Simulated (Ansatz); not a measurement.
Consider the cleavage of the Si–Al bond: `C=[CH][AlH][SiH2]Cl` + `CC(N)=O` → `CC(=O)N[SiH2]Cl` + `C=[CH][AlH2]`.

Calculated with Ansatz (gas phase, PBE0-D4/def2-TZVP geometries, no zero-point term in ΔE). CCSD(T)/CBS adds triple-zeta CCSD(T) − MP2 to the extrapolated MP2 energy (def2 sets, frozen cores). Functionals use def2-TZVPP. B3LYP here is the variant with VWN-RPA as its local correlation; programs differ in this. One conformer a species, not always the lowest.

CCSD(T)/CBS gives -61.1 kJ/mol.

Task: Another level gave -61.9 kJ/mol. Which?
A. PBE0/def2-TZVPP
B. CCSD/def2-TZVPP
C. HF/def2-TZVPP
D. B3LYP/def2-TZVPP

Result: B. CCSD/def2-TZVPP -61.9, PBE0 -43.2, B3LYP -52.0, HF/def2-TZVPP -67.9 kJ/mol.

Largest T1 diagnostic among the species: 0.014.

From PBE to PBE0 (25 % exact exchange), in def2-TZVPP and without D4, ΔE moves by −6.3 kJ/mol.
